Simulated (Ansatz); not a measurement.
`[NH2][AlH][SeH]` + `BN[SiH3]` → `[SiH3][NH][AlH][SeH]` + `BN`  (redistribution)

Computed with Ansatz on PBE0-D4/def2-TZVP structures; ΔE is electronic, products minus reactants. CCSD(T)/CBS adds triple-zeta CCSD(T) − MP2 to the extrapolated MP2 energy (def2 sets, frozen cores). This one scheme is used for every species. DFT in def2-TZVPP. B3LYP here is the variant with VWN-RPA as its local correlation; programs differ in this. For Se outer-core shells are correlated without core-valence functions, which leaves a few kJ/mol of doubt a bond. Scalar relativity is left out up to krypton. One conformer a species, not always the lowest.

| level | ΔE (kJ/mol) | difference from CCSD(T)/CBS |
| --- | --- | --- |
| PBE-D4 | -19.5 | -2.4 |
| r2SCAN-D4 | -18.5 | -1.4 |
| PBE0-D4 | -19.3 | -2.2 |
| B3LYP-D4 | -18.8 | -1.7 |
| ωB97X-V | -17.0 | 0.1 |
| r2SCAN | -17.8 | -0.7 |
| HF/def2-TZVPP | -12.2 | 4.9 |
| CCSD(T)/def2-TZVPP | -17.9 | -0.8 |
| HF/CBS(def2) | -12.1 | 5.0 |
| MP2/CBS(def2) | -17.5 | -0.4 |
| CCSD(T)/CBS | -17.1 | 0 |

Largest T1 diagnostic among the species: 0.012.

In def2-TZVPP, CCSD(T) changes the Hartree–Fock value by −5.7 kJ/mol (the triples alone add −1.1 kJ/mol) and MP2 by −6.1 kJ/mol. The D4 term adds −4.4 kJ/mol with B3LYP and −2.5 kJ/mol with PBE0; it sums over pairs of atoms, weighted by their polarisabilities, and B3LYP, whose exchange is more repulsive, gets the larger term.
